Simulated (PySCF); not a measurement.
Calculated properties of `C#CB(O)OCCC`

Species: C5H9BO2.
Geometry (PBE0-D3(BJ)/def2-SVP, Å), atoms numbered from 1 in this order:
```xyz
17
C5H9BO2 angstrom
C      2.465    1.653   -0.581
C      2.210    0.498   -0.300
B      1.864   -0.958    0.082
O      2.713   -1.950   -0.283
O      0.741   -1.277    0.775
C     -0.246   -0.337    1.143
C     -1.302   -0.193    0.064
C     -2.415    0.761    0.464
H      2.705    2.670   -0.837
H      2.381   -2.806    0.011
H      0.217    0.642    1.355
H     -0.703   -0.700    2.078
H     -0.811    0.160   -0.859
H     -1.711   -1.192   -0.160
H     -2.933    0.419    1.374
H     -2.024    1.772    0.666
H     -3.169    0.851   -0.332
```

Structural features include: alkyne and three-coordinate boron.

From PBE0-D3(BJ)/def2-SVP geometry optimisation, gas phase (PySCF):

* Point group: C1
* Rotational constants A, B, C: 2.974, 1.206, 0.926 GHz

**B3LYP/def2-SVPD ground state and vertical TDDFT (core frozen in the response) (PySCF)**

* Dipole moment: 1.96 D
* HOMO energy: -7.97 eV
* LUMO energy: -0.77 eV
* HOMO–LUMO gap: 7.20 eV
* Lowest singlet excitation: 5.58 eV (222 nm, f = 0.000)
* Strongest line among the 10 lowest singlet transitions: S4 at 6.86 eV (181 nm, f = 0.070)
* Lowest triplet excitation (Tamm–Dancoff): 4.78 eV
* Static isotropic polarisability: 81.0 au
* Electronic spatial extent ⟨r²⟩ about the centre of nuclear charge: 1264 bohr²

From B3LYP/pcSseg-1 ground state and GIAO shieldings, non-relativistic (PySCF):

* 13C chemical shifts (computed TMS as zero) by class: 94.8 (C1), 84.2 (C2), 71.6 (C6), 30.2 (C7), 11.2 (C8) ppm
* 1H chemical shifts (computed TMS as zero) by class: 3.84 (H11/H12), 3.81 (H10), 2.21 (H9), 1.52 (H13/H14), 0.90 (H15/H16/H17) ppm
* Isotropic shieldings of nuclei other than C and H, by class: 78 (B3), 183 (O5), 203 (O4) ppm

From B3LYP/pcJ-1 indirect spin-spin coupling, non-relativistic, gas phase; spin–dipole term left out for some pairs (PySCF):

- Largest of the computed one-bond spin–spin couplings (means over like bonds): 13C–1H +262.7 (C1–H9), 13C–13C +164.8 (C1–C2), 13C–1H +148.0 (C6–H11 and 1 like it), 13C–1H +133.3 (C7–H13 and 1 like it), 13C–1H +132.2 (C8–H15 and 2 like it), 13C–11B +126.3 (C2–B3), 17O–1H -78.5 (O4–H10), 13C–13C +38.8 (C6–C7) Hz

Monoisotopic mass from the formula: 112.0696 u.

In wavenumbers S1 is 45000 cm⁻¹ (1 eV = 8065.54 cm⁻¹). The largest Löwdin shares of the HOMO are 0.41 on C1, 0.40 on C2 and 0.05 on O5. The polarisability is 12.00 Å³ as a volume (1 au = 0.148185 Å³), or 1.35 au for each of the 60 electrons. The rotational constants make it an asymmetric top with κ = (2B − A − C)/(A − C) = -0.73, nearer the prolate limit (−1). No computed singlet falls in the visible range (750 to 380 nm, 1.65 to 3.26 eV); S1 lies 2.32 eV above its blue end. With B = h/(8π²I), that is 505.379 GHz u Å² over I, the principal moments of inertia are 169.9, 419.0 and 545.8 u Å² (most abundant isotopes); the inertial defect Ic − Ia − Ib is -43.1 u Å² (zero for a rigid planar frame, negative otherwise). The principal polarisabilities are 64.0, 87.5 and 91.5 au; their mean is the isotropic value. A dipole of 1.96 D is allowed in C1, and pure rotational transitions are dipole-allowed.

 NMR classes are plain means over equivalent atoms (diastereotopic ones count apart unless rotation or inversion swaps them), as if these changed places fast; in this geometry the members of some classes differ.

For the spin–spin coupling job (B3LYP/pcJ-1), time: 89 s; peak memory 1.3 GiB. Hardware: Arm Neoverse V1, one thread (shared host).

One conformer stands for the species.
